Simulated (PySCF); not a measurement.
**Telling isomers of C6H8N2O2 apart by NMR**

[PySCF 2.14.0 with density-fitted response routines: GFN2-xTB geometry; shieldings: GIAO PBE0/pcSseg-1; isolated molecule; relativity neglected; one computed conformer; one averaged value for each set of equivalent atoms]

Referencing at the same level of theory: 1H (31.72 ppm) and 13C (186.93 ppm) against TMS. Where no couplings were computed, multiplicities follow the n + 1 count of equivalent neighbours, and m marks all less simple cases (inequivalent or close neighbours, rings, F or P nearby). Shifts are as computed. Against solution values, carbons near 30 ppm lie about +3 ppm off and those near 130 ppm about +5 ppm. Of 1211 compounds with measured shifts, 218 miss one by over three times the rms of a fit or turn the order of signals round; such compounds aren't used in these exercises.

(1) Tabulate the signals of `Cn1cc(C(=O)[O-])c[n+]1C`, `COC(=O)c1cnn(C)c1`, `COc1nnc(C2CC2)o1` and their relative energies.

(2) What is the quickest way to tell COC(=O)c1cnn(C)c1 from COc1nnc(C2CC2)o1?

(3) What is the quickest way to tell Cn1cc(C(=O)[O-])c[n+]1C from COc1nnc(C2CC2)o1?

(4) What is the quickest way to tell Cn1cc(C(=O)[O-])c[n+]1C from COC(=O)c1cnn(C)c1?

Results:

(1) 
```tsv
SMILES	carbon types	δC	δH	E rel. (kcal/mol)
Cn1cc(C(=O)[O-])c[n+]1C	2×C 2×CH 2×CH3	152.9, 148.9, 146.3, 34.7	7.86 (s, 2H), 3.84 (s, 6H)	38.2
COC(=O)c1cnn(C)c1	2×C 2×CH 2×CH3	168.3, 144.7, 139.0, 122.9, 50.1, 39.9	7.95 (m, 1H), 7.89 (m, 1H), 4.23 (s, 3H), 4.03 (s, 3H)	0.0
COc1nnc(C2CC2)o1	2×C 1×CH 2×CH2 1×CH3	174.1, 169.3, 59.5, 10.8, 10.0	4.26 (s, 3H), 2.27 (m, 1H), 1.01 (m, 2H), 0.92 (m, 2H)	38.6
```

Energies are electronic energies at PBE0/pcSseg-1 on these geometries, without zero-point or thermal terms, each for the one conformer computed, which needn't be the lowest.

(2) Count the carbon signals: 6 against 5. The first has an aromatic CH next to a ring nitrogen at 144.7 ppm, the second a three-membered-ring carbon (CH) at 10.8 ppm. Their most deshielded carbons lie at 168.3 and 174.1 ppm. In the proton spectra the most deshielded non-exchanging signals are 7.95 (m, 1H) and 4.26 (s, 3H).

(3) Count the carbon signals: 4 against 5. The first has an aromatic CH next to a ring nitrogen at 146.3 ppm, the second a three-membered-ring carbon (CH) at 10.8 ppm. Their most deshielded carbons lie at 152.9 and 174.1 ppm. In the proton spectra the most deshielded non-exchanging signals are 7.86 (s, 2H) and 4.26 (s, 3H).

(4) Count the carbon signals: 4 against 6. The first has a carboxylate carbon (C) at 148.9 ppm, the second a substituted aromatic carbon (C) at 122.9 ppm. Their most deshielded carbons lie at 152.9 and 168.3 ppm.
